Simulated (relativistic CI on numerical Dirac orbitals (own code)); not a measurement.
Electric-dipole lines of Os³¹⁺

Computed by Dirac-Coulomb-Breit CI, KLI orbitals optimised for each configuration, model QED, unscaled Slater integrals (own radial code, finite nucleus).

CI space (outside the closed core [Ar] 3d10): 4s2 4p6 4d9, 4s2 4p5 4d10, 4s2 4p6 4d8 4f, 4s 4p6 4d10, 4s2 4p5 4d9 4f, 4s 4p6 4d9 4f, 4s2 4p6 4d8 5s, 4s2 4p6 4d7 4f 5s, 4s2 4p6 4d8 5p, 4s2 4p6 4d8 5d, 4s2 4p5 4d9 5s, 4s2 4p6 4d8 5f, 4s2 4p6 4d7 5s 5p, 4s2 4p5 4d9 5p, 4s2 4p6 4d8 5g, 4p6 4d10 4f, 4s2 4p6 4d8 6s, 4s 4p6 4d8 4f 5s, 4s2 4p6 4d8 6p, 4s2 4p5 4d9 5d, 4s 4p6 4d9 5s, 4p6 4d9 4f2, 4p5 4d10 4f2, 4p6 4d8 4f3, 4p5 4d9 4f3, 4p6 4d8 4f2 5s, 4s2 4p6 4d7 5s2, 4s2 4p6 4d6 4f 5s2, 4s2 4p5 4d7 4f 5s2, 4s 4p6 4d7 4f 5s2. Double excitations out of closed p, d and f shells are left out; levels of such configurations are missing from the list, as are those of other unlisted configurations, and high levels can miss mixing partners. These lack a partner that the ground configuration has and come out too high: 4s2 4p6 4d8 5p, 4s2 4p6 4d8 5d, 4s2 4p5 4d9 5s, 4s2 4p6 4d8 5f, 4s2 4p5 4d9 5p.

| λ vac (Å) | Lower | Upper | A (s⁻¹) | gf | Branching (%) |
| --- | --- | --- | --- | --- | --- |
| 20.709 | 4s2 4p6 4d9 2D_5/2 [1] | 4s2 4p5 4d9 5s 2F°_7/2 [315] | 2.01e+12 | 1.03e+00 | 97.5 |
| 25.119 | 4s2 4p6 4d9 2D_5/2 [1] | 4s2 4p6 4d8 5p 2P°_3/2 [197] | 1.60e+12 | 6.05e-01 | 92.0 |
| 25.133 | 4s2 4p6 4d9 2D_3/2 [2] | 4s2 4p6 4d8 5p 2F°_5/2 [219] | 1.46e+12 | 8.32e-01 | 91.5 |
| 25.213 | 4s2 4p6 4d9 2D_5/2 [1] | 4s2 4p6 4d8 5p 2D°_5/2 [194] | 1.10e+12 | 6.32e-01 | 92.3 |
| 25.308 | 4s2 4p6 4d9 2D_5/2 [1] | 4s2 4p6 4d8 5p 2D°_5/2 [193] | 1.19e+12 | 6.84e-01 | 92.7 |
| 25.338 | 4s2 4p6 4d9 2D_5/2 [1] | 4s2 4p6 4d8 5p 2F°_7/2 [192] | 8.96e+11 | 6.90e-01 | 91.4 |
| 25.891 | 4s2 4p6 4d9 2D_5/2 [1] | 4s2 4p6 4d8 5p 2F°_7/2 [187] | 1.19e+12 | 9.56e-01 | 98.5 |
| 26.059 | 4s2 4p6 4d9 2D_3/2 [2] | 4s2 4p6 4d8 5p 4F°_3/2 [199] | 1.60e+12 | 6.52e-01 | 90.1 |
| 41.288 | 4s2 4p6 4d9 2D_3/2 [2] | 4s2 4p5 4d10 2P°_1/2 [85] | 6.98e+12 | 3.57e+00 | 100.0 |
| 42.223 | 4s2 4p5 4d10 2P°_3/2 [3] | 4s2 4p5 4d9 4f 2S_1/2 [189] | 4.76e+12 | 2.55e+00 | 63.9 |
| 43.045 | 4s2 4p5 4d10 2P°_3/2 [3] | 4s2 4p5 4d9 4f 2D_5/2 [188] | 5.02e+12 | 8.37e+00 | 67.2 |
| 43.228 | 4s2 4p5 4d10 2P°_3/2 [3] | 4s2 4p5 4d9 4f 2P_3/2 [186] | 4.48e+12 | 5.02e+00 | 65.7 |
| 43.484 | 4s2 4p6 4d8 4f 2K°_15/2 [49] | 4s2 4p5 4d9 4f 2I_13/2 [228] | 2.19e+12 | 8.67e+00 | 68.1 |
| 43.529 | 4s2 4p6 4d8 4f 2K°_13/2 [38] | 4s2 4p5 4d9 4f 2I_11/2 [213] | 1.81e+12 | 6.17e+00 | 57.5 |
| 43.867 | 4s2 4p6 4d8 4f 2I°_13/2 [63] | 4s2 4p5 4d9 4f 2H_11/2 [241] | 1.36e+12 | 4.72e+00 | 51.4 |
| 45.667 | 4s2 4p6 4d9 2D_5/2 [1] | 4s2 4p6 4d8 4f 2F°_7/2 [82] | 5.87e+12 | 1.47e+01 | 100.0 |
| 45.778 | 4s2 4p6 4d9 2D_3/2 [2] | 4s2 4p6 4d8 4f 2F°_5/2 [84] | 5.88e+12 | 1.11e+01 | 99.9 |
| 45.851 | 4s2 4p6 4d9 2D_5/2 [1] | 4s2 4p6 4d8 4f 2P°_3/2 [81] | 6.10e+12 | 7.69e+00 | 100.0 |
| 45.964 | 4s2 4p6 4d9 2D_5/2 [1] | 4s2 4p6 4d8 4f 2D°_5/2 [80] | 5.74e+12 | 1.09e+01 | 100.0 |
| 46.396 | 4s2 4p6 4d9 2D_3/2 [2] | 4s2 4p6 4d8 4f 2D°_3/2 [83] | 5.55e+12 | 7.16e+00 | 100.0 |
| 48.608 | 4s2 4p5 4d10 2P°_1/2 [85] | 4s2 4p5 4d9 4f 2D_3/2 [273] | 4.42e+12 | 6.26e+00 | 48.9 |
| 58.029 | 4s2 4p6 4d8 4f 2H°_11/2 [19] | 4s2 4p5 4d9 4f 2G_9/2 [130] | 5.21e+11 | 2.63e+00 | 44.5 |
| 58.233 | 4s2 4p6 4d8 4f 4I°_15/2 [12] | 4s2 4p5 4d9 4f 4H_13/2 [119] | 1.10e+12 | 7.83e+00 | 80.6 |
| 58.264 | 4s2 4p6 4d8 4f 4I°_13/2 [9] | 4s2 4p5 4d9 4f 2H_11/2 [118] | 9.58e+11 | 5.85e+00 | 78.4 |
| 58.423 | 4s2 4p6 4d8 4f 4G°_11/2 [25] | 4s2 4p5 4d9 4f 2G_9/2 [140] | 5.54e+11 | 2.84e+00 | 47.5 |
| 58.443 | 4s2 4p6 4d8 4f 4H°_13/2 [16] | 4s2 4p5 4d9 4f 4G_11/2 [122] | 8.61e+11 | 5.29e+00 | 64.9 |
| 58.447 | 4s2 4p6 4d8 4f 4F°_9/2 [7] | 4s2 4p5 4d9 4f 2F_7/2 [115] | 3.13e+11 | 1.28e+00 | 27.1 |
| 58.777 | 4s2 4p6 4d8 4f 4H°_11/2 [10] | 4s2 4p5 4d9 4f 4G_9/2 [117] | 9.74e+11 | 5.05e+00 | 73.2 |
| 58.810 | 4s2 4p6 4d8 4f 4F°_7/2 [5] | 4s2 4p5 4d9 4f 2F_5/2 [108] | 2.97e+11 | 9.24e-01 | 30.6 |
| 58.907 | 4s2 4p6 4d8 4f 4F°_5/2 [4] | 4s2 4p5 4d9 4f 2D_3/2 [105] | 3.43e+11 | 7.13e-01 | 42.5 |
| 59.140 | 4s2 4p6 4d8 4f 4F°_7/2 [5] | 4s2 4p5 4d9 4f 2F_5/2 [106] | 2.87e+11 | 9.02e-01 | 38.0 |
| 59.459 | 4s2 4p6 4d8 4f 4I°_11/2 [33] | 4s2 4p5 4d9 4f 2G_9/2 [147] | 6.09e+11 | 3.23e+00 | 53.4 |
| 59.503 | 4s2 4p6 4d8 4f 2I°_13/2 [41] | 4s2 4p5 4d9 4f 4H_11/2 [153] | 6.53e+11 | 4.16e+00 | 60.4 |
| 59.626 | 4s2 4p6 4d8 4f 2G°_9/2 [14] | 4s2 4p5 4d9 4f 2F_7/2 [115] | 3.59e+11 | 1.53e+00 | 31.1 |
| 59.848 | 4s2 4p6 4d8 4f 2K°_13/2 [38] | 4s2 4p5 4d9 4f 2I_11/2 [148] | 5.96e+11 | 3.84e+00 | 50.8 |
| 59.853 | 4s2 4p6 4d8 4f 4F°_9/2 [7] | 4s2 4p5 4d9 4f 2F_7/2 [107] | 2.79e+11 | 1.20e+00 | 36.4 |
| 59.997 | 4s2 4p6 4d8 4f 2K°_15/2 [49] | 4s2 4p5 4d9 4f 2I_13/2 [155] | 6.10e+11 | 4.61e+00 | 53.8 |
| 61.568 | 4s2 4p6 4d8 4f 4H°_13/2 [16] | 4s2 4p5 4d9 4f 4H_13/2 [104] | 2.36e+11 | 1.88e+00 | 61.8 |
| 61.864 | 4s2 4p6 4d8 4f 4F°_7/2 [5] | 4s2 4p5 4d9 4f 4D_7/2 [91] | 1.90e+11 | 8.71e-01 | 45.0 |
| 61.893 | 4s2 4p6 4d8 4f 4F°_9/2 [7] | 4s2 4p5 4d9 4f 4G_9/2 [93] | 2.52e+11 | 1.45e+00 | 55.8 |
| 62.046 | 4s2 4p6 4d8 4f 4H°_11/2 [10] | 4s2 4p5 4d9 4f 4H_11/2 [95] | 2.80e+11 | 1.94e+00 | 71.9 |
| 62.477 | 4s2 4p6 4d8 4f 2H°_9/2 [17] | 4s2 4p5 4d9 4f 2H_9/2 [102] | 3.91e+11 | 2.29e+00 | 58.6 |
| 63.008 | 4s2 4p6 4d8 4f 2H°_11/2 [19] | 4s2 4p5 4d9 4f 2H_11/2 [100] | 3.06e+11 | 2.18e+00 | 59.3 |
| 63.188 | 4s2 4p6 4d8 4f 4I°_13/2 [9] | 4s2 4p5 4d9 4f 2I_13/2 [89] | 2.78e+11 | 2.33e+00 | 77.8 |
| 63.891 | 4s2 4p6 4d8 4f 4I°_15/2 [12] | 4s2 4p5 4d9 4f 4I_15/2 [90] | 2.71e+11 | 2.65e+00 | 78.3 |

Terms are leading LS components. Brackets give the number of a level in order of energy, since labels repeat. The list gives strong lines, with weight on those to low levels, without lines whose two gauges differ by over a factor of 2.5, among the lowest 400 of 8599 levels, so that lines to higher ones, which can be the strongest, are missing. Levels whose partners in the same complex of configurations lie outside the list can be far off, and so can their lines. Rates are taken at the computed energies, electric ones in the length gauge.

At this charge energies of transitions that change n are usually good to better than 1 %, and those within a shell (Δn = 0) to a few per cent.

LS names give the leading component of a level, which can be under half, so a name can repeat, a term be missing and a line seem to break the LS rules.
